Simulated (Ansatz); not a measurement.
Total energies of the cluster Ag₃H₃⁻ from Ansatz at PBE-D4/def2-TZVPD, gas phase (1 Eh = 27.2114 eV = 2625.5 kJ/mol). The reference geometry is relaxed at PBE-D4/def2-TZVPD.

Cartesian coordinates in Å:
```
Ag -0.8680 -0.5786 1.8480
Ag 1.6182 1.3601 -2.8471
Ag 0.3465 0.2217 -0.5842
H -1.8773 -1.5542 2.7340
H 0.5160 -0.0327 -2.2743
H 0.2646 0.5838 1.1235
```

| state | geometry | energy (Eh) |
| --- | --- | --- |
| charge -1 doublet | reference | -442.89116 |
| charge 0 singlet | reference | -442.80674 |
| charge -1 quartet | relaxed at PBE-D4/def2-TZVPD | -442.79417 |

In the def2 sets Ag takes a core potential; there is no spin–orbit coupling.

Question: Work out the vertical ionisation energy to the singlet.

Answer: E(charge 0 singlet) − E(charge -1 doublet) = -442.80674 − (-442.89116) = 0.08442 Eh = 2.30 eV. For comparison, −ε of the highest occupied level of the spin that leaves is -0.05 eV at this level, 2.35 eV less.

Question: Which of the charge -1 states is lowest, and how far above it are the others?

Answer: The doublet. quartet: -442.79417 − (-442.89116) = 0.09699 Eh = 254.6 kJ/mol.

At PBE-D4/def2-TZVPD the highest occupied level of the charge -1 doublet lies above zero (up to 0.05 eV). By energy differences its removal costs 2.30 eV (vertical, to the charge 0 singlet, at PBE-D4/def2-TZVPD); a positive level beside a positive removal energy at the same level points to self-interaction error. At PBE-D4/def2-TZVPD the highest occupied level of the charge -1 quartet lies above zero (up to 0.38 eV). It is a level of α spin, whose loss leaves a triplet; that state wasn't run at this geometry and level. The electron is either unbound and held by the finite basis, or the level is raised by self-interaction error. This restricted singlet of an open-shell metal (gap down to 0.52 eV) wasn't tested against broken symmetry. 

The structure comes from a short search, and lower isomers may exist.
